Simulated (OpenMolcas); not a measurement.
# Nd⁴⁺: input and output

Input:

```
&GATEWAY
Coord
1

Nd 0.0 0.0 0.0
Basis=ANO-RCC-VDZ
Group=XYZ
NoMove
AngMom=0.0 0.0 0.0
AMFI
&SEWARD
&RASSCF
FileOrb=start.orb
Symmetry=1
Spin=3
nActEl=2 0 0
Inactive=15 12
Ras2=0 7
CIRoot=21 21 1
SDav=21
CIMx=300
Iter=120 100
PrWF=0.3
OrbListing=Nothing
MaxOrb=0
Atom
>>> COPY $Project.JobIph JOB001
&RASSCF
FileOrb=start.orb
Symmetry=1
Spin=1
nActEl=2 0 0
Inactive=15 12
Ras2=0 7
CIRoot=28 28 1
SDav=28
CIMx=300
Iter=120 100
PrWF=0.3
OrbListing=Nothing
MaxOrb=0
Atom
>>> COPY $Project.JobIph JOB002
&RASSI
NrOfJobIphs=2 21 27
1 2 3 4 5 6 7 8 9 10 11 12 13 14 15 16 17 18 19 20 21
1 2 3 4 5 6 7 8 9 10 11 12 13 14 15 16 17 18 19 20 21 22 23 24 25 26 27
IphNames
JOB001
JOB002
EJob
SpinOrbit
DIPRint=1.0
SOCoupling=1000.0
Subsets=2
MEES
Property=10
'ANGMOM' 1 'ANGMOM' 2 'ANGMOM' 3 'MLTPL  1' 1 'MLTPL  1' 2 'MLTPL  1' 3
'AMFI' 1 'AMFI' 2 'AMFI' 3 'MLTPL  2' 6
SOProperty=3
'ANGMOM' 1 'ANGMOM' 2 'ANGMOM' 3
```

Launched by
```bash
OMP_NUM_THREADS=1 MOLCAS_MEM=2252 MOLCAS_PROJECT=a pymolcas a.inp > a.log  # once for each step of the input, in one work folder
```

A driver script runs the steps one by one and writes start.orb anew before each from the orbitals found so far.

Output, cut to the results:

```
--- SEWARD ---
Basis set label: ND.ANO-RCC...7S6P4D2F.

      Electronic valence basis set:
      ------------------
      Associated Effective Charge  60.000000 au
      Associated Actual Charge     60.000000 au
      Nuclear Model: Point charge

      Shell  nPrim  nBasis  Cartesian Spherical Contaminant
         s      25       7        X
         p      22       6        X
         d      15       4                 X
         f      11       2                 X
                  Relativistic Douglas-Kroll-Hess integrals:
                    - DKH order of Hamiltonian: 2
                    - DKH order of Properties : 0
                  Atomic mean-field integrals
--- RASSCF ---
Wave function specifications:
      -----------------------------

      Number of closed shell electrons          54
      Number of electrons in active shells       2
      Max number of holes in RAS1 space          0
      Max nr of electrons in RAS3 space          0
      Number of inactive orbitals               27
      Number of active orbitals                  7
      Number of secondary orbitals              25
      Spin quantum number                      1.0
      State symmetry                             1
Orbital specifications:
      -----------------------

      Symmetry species                           1   2
                                                ag  au
      Frozen orbitals                            0   0
      Inactive orbitals                         15  12
      Active orbitals                            0   7
      RAS1 orbitals                              0   0
      RAS2 orbitals                              0   7
      RAS3 orbitals                              0   0
      Secondary orbitals                        12  13
      Deleted orbitals                           0   0
      Number of basis functions                 27  32
      Number of CSFs                            21
      Number of root(s) required                21
      Iter CI   SX   CI       RASSCF       Energy    max ROT     max BLB   max BLB  Level Ln srch  Step   QN
          iter iter root      energy       change     param      element    value   shift minimum  type update
 Nr of preliminary CI iterations:   1
      Total energies have been shifted. Add                -9000.00 au
        1   1    7    0  -612.84797094    0.00E+00  -1.68E-01*  10  23 2 -4.42E-01*  0.00   0.00    SX    NO
        2   1    6    0  -613.21449777   -3.67E-01* -5.73E-02   10  23 1  9.04E-02*  0.00   0.00    SX    NO
        3   1    6    0  -613.22696521   -1.25E-02* -2.56E-02   10  23 2 -1.87E-02*  0.00   0.00    SX    NO
        4   1    6    0  -613.22845305   -1.49E-03*  1.16E-02   10  23 1  1.03E-02*  0.00   0.00    SX    NO
        5   1    6    0  -613.22871833   -2.65E-04* -3.56E-03   12  25 1 -4.30E-03*  0.00   0.69    QN   YES
        6   1    4    0  -613.22878959   -7.13E-05* -1.01E-04   10  23 2 -8.17E-05   0.00   1.03    QN   YES
        7   1    3    0  -613.22878964   -5.11E-08*  1.41E-06   15  16 1  5.27E-06   0.00   1.00    QN   YES
        8   1    3    0  -613.22878964   -3.64E-11   1.85E-07   15  16 1  6.54E-07   0.00   2.50    QN   YES
      Convergence after  8 iterations
        9   1    3    0  -613.22878964    3.64E-12   1.85E-07   15  17 1 -4.23E-09   0.00   2.50    QN   YES
      Natural orbitals and occupation numbers for root  1
      sym 2:   0.396916  -0.000000   0.396916   0.584917   0.018167   0.584917   0.018167
      Natural orbitals and occupation numbers for root  2
      sym 2:   0.029977  -0.000000   0.029977   0.604655   0.365368   0.604655   0.365368
      Natural orbitals and occupation numbers for root  3
      sym 2:   0.572141   0.012531   0.572141   0.415329   0.012531   0.415329  -0.000000
::    RASSCF root number  1 Total energy:  -9613.25959707
::    RASSCF root number  2 Total energy:  -9613.25959707
::    RASSCF root number  3 Total energy:  -9613.25959707
::    RASSCF root number  4 Total energy:  -9613.25959707
::    RASSCF root number  5 Total energy:  -9613.25959707
::    RASSCF root number  6 Total energy:  -9613.25959707
::    RASSCF root number  7 Total energy:  -9613.25959707
::    RASSCF root number  8 Total energy:  -9613.25959707
::    RASSCF root number  9 Total energy:  -9613.25959707
::    RASSCF root number 10 Total energy:  -9613.25959707
::    RASSCF root number 11 Total energy:  -9613.25959707
::    RASSCF root number 12 Total energy:  -9613.22878964
...
--- RASSI ---
SPIN-FREE ENERGIES:
  (Shifted by EMIN (a.u.) =      -9613.2595970690)

 SF State       Relative EMIN(au)   Rel lowest level(eV)    D:o, cm**(-1)      L_eff

     1             0.0000000000        0.0000000000              0.0000         5.0
     2             0.0000000000        0.0000000000              0.0000         5.0
     3             0.0000000000        0.0000000000              0.0000         5.0
     4             0.0000000000        0.0000000000              0.0000         5.0
     5             0.0000000000        0.0000000000              0.0000         5.0
     6             0.0000000000        0.0000000000              0.0000         5.0
     7             0.0000000000        0.0000000000              0.0000         5.0
     8             0.0000000000        0.0000000000              0.0000         5.0
     9             0.0000000000        0.0000000000              0.0000         5.0
    10             0.0000000000        0.0000000000              0.0000         5.0
    11             0.0000000000        0.0000000000              0.0000         5.0
    12             0.0308074313        0.8383129118           6761.4496         3.0
    13             0.0308074313        0.8383129118           6761.4496         3.0
    14             0.0308074313        0.8383129118           6761.4496         3.0
    15             0.0308074313        0.8383129118           6761.4496         3.0
    16             0.0308074313        0.8383129118           6761.4496         3.0
    17             0.0308074313        0.8383129118           6761.4496         3.0
    18             0.0308074313        0.8383129118           6761.4496         3.0
    22             0.0357218965        0.9720423238           7840.0501         4.0
    23             0.0357218965        0.9720423238           7840.0501         4.0
    24             0.0357218965        0.9720423238           7840.0501         4.0
...
```

Levels above the lowest, from the spin-orbit matrix, grouped by J:

```
Configuration  Term  J  E (cm⁻¹)  Measured (cm⁻¹)  Term weight %  Second
          4f²    ³H  4       0.0              0.0             97    3 ¹G
          4f²    ³H  5      2981             2834            100        
          4f²    ³H  6      6093             5743            100        
          4f²    ³F  2      7812             5894             98        
          4f²    ³F  3      9743             7785            100        
          4f²    ¹G  4      9784                              50   48 ³F
          4f²    ³F  4     13760                              52   47 ¹G
          4f²    ¹D  2     27093            20551             92    6 ³P
          4f²    ¹I  6     32414            26088            100        
          4f²    ³P  0     34005            25051            100        
          4f²    ³P  1     34535            25893            100        
          4f²    ³P  2     36172            27479             94    6 ¹D
```

Against the 9 measured excited levels shown (the list in Carvajal Gallego et al., Mon. Not. R. Astron. Soc. 518, 332 (2023)) the mean absolute deviation is 4800 cm-1; the largest miss in energy is 4f² ³P₀: computed 34005, measured 25051 cm⁻¹ (+35.7 %).

Some high roots are left out of the spin-orbit mixing, which shifts the levels that they would mix with. Without dynamic correlation excited terms often stand tens of per cent too high (terms of higher spin than the ground term too low), and those without a measured partner can miss by more than the paired ones. Some levels mix across a computed gap that differs much from the measured one, so their mixing is not that of the real levels. The basis is small and was not contracted for so high a charge. Computed and measured levels are paired by configuration, term and J; levels that our copy of the source lacks, or whose pairing is in doubt (as where it misses far off the trend of its configuration), stay unpaired and out of the deviations. Levels of configurations outside the active space are missing. The first state left out of the spin-orbit step lies near 70000 cm-1 above the lowest spin-free state of the reference (among the parities and spins computed), and the list stops at four fifths of that energy or lower.

The term weight is that of the spin-free term in the level, not the purity of its configuration.
